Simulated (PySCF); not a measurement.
C4H7FSi, SMILES [C@@]1([SiH3])(F)CC=C1.

The structure is a stationary point at PBE0-D3(BJ)/def2-SVP. The structure was generated by enumeration; whether it is a known compound was not checked.

Calculation: SMD-B3LYP/def2-SVP in PySCF.

Solvation free energies are E(SMD) − E(gas) at the gas-phase geometry, for 1 M in both phases. In vacuum the dipole moment is 1.69 D.

Computed solvation free energies in water, 1-octanol, benzene:
```
solvent    ΔG(solv) (kcal/mol)  its non-electrostatic (CDS) part  dipole (D)
---------  -------------------  --------------------------------  ----------
water                      1.1                               4.0        2.24
1-octanol                 -2.7                              -0.2        2.16
benzene                   -3.2                              -1.9        1.93
```
